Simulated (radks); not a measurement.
Values are calculated unless marked as measured or tabulated.
Yb3+, 67 electrons, occupied as [Kr] 4d10 4f14 5s2 5p(up 3, down 2) (not the ground configuration). Code: a radial shooting solver on a logarithmic mesh with Libxc functionals. Model: scalar-relativistic Kohn-Sham, BLYP, spin-polarised, spherical densities, finite nucleus; Fermi nuclear charge, rms radius 5.3108 fm.

Unscreened Slater integrals over Kohn-Sham orbitals (eV). They are taken over the spin-up orbitals.

\begin{tabular}{lr}
integral & value \\ \hline
F0(4f,4f) & 33.557 \\
F2(4f,4f) & 15.547 \\
F4(4f,4f) & 9.6772 \\
F6(4f,4f) & 6.9407 \\
F0(4f,5p) & 20.912 \\
F2(4f,5p) & 7.0790 \\
G2(4f,5p) & 3.7886 \\
G4(4f,5p) & 2.8864 \\
F0(4f,5s) & 23.698 \\
G3(4f,5s) & 4.4511 \\
F0(5p,5p) & 17.440 \\
F2(5p,5p) & 9.3993 \\
F0(5p,5s) & 18.739 \\
G1(5p,5s) & 12.465 \\
F0(5s,5s) & 20.471 \\
\end{tabular}

Derived for the open shells (J is the average intra-shell exchange parameter used in DFT+U). 5p: J = F2/5 = 1.880 eV.
